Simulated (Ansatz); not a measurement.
The cluster Pd2H3 was relaxed with PBE0-D4 (def2-TZVP) in Ansatz in these states: neutral doublet, neutral quartet. The geometries follow in no particular order.

In the def2 sets Pd takes a core potential; there is no spin–orbit coupling.

A:

```xyz
5

Pd    0.1506   -0.1856   -0.2186
Pd    0.0014    0.5268    2.2470
H    -0.2550    0.4036   -1.7529
H     0.9250   -0.5352    1.3283
H    -0.8219   -0.2096   -1.6038
```

B:

Cartesian coordinates in Å:
```
Pd -0.1433 0.2203 -0.1376
Pd 2.4310 -0.5297 0.5323
H -1.9258 0.0435 -0.2106
H 1.3381 0.8953 -0.3718
H -1.7000 -0.6294 0.1877
```

Question: Judge from the bond lengths which geometry belongs to which state (an estimate).

Answer: A is the neutral doublet (Pd2–H4 1.681 Å, Pd1–Pd2 2.571 Å, Pd1–H4 1.765 Å); B is the neutral quartet (Pd2–H4 2.011 Å, Pd1–Pd2 2.764 Å, Pd1–H4 1.645 Å).

At PBE0-D4/def2-TZVP a doublet lies 1.98 eV below the neutral quartet. In the doublet, H3 and H5 lie 0.85 Å apart (atoms count from 1), so H2 has formed as a molecule. In the quartet, H3 and H5 lie 0.81 Å apart (atoms count from 1), so H2 has formed as a molecule. These are the stationary points nearest to one start from a short search; other shapes may lie lower in each state.
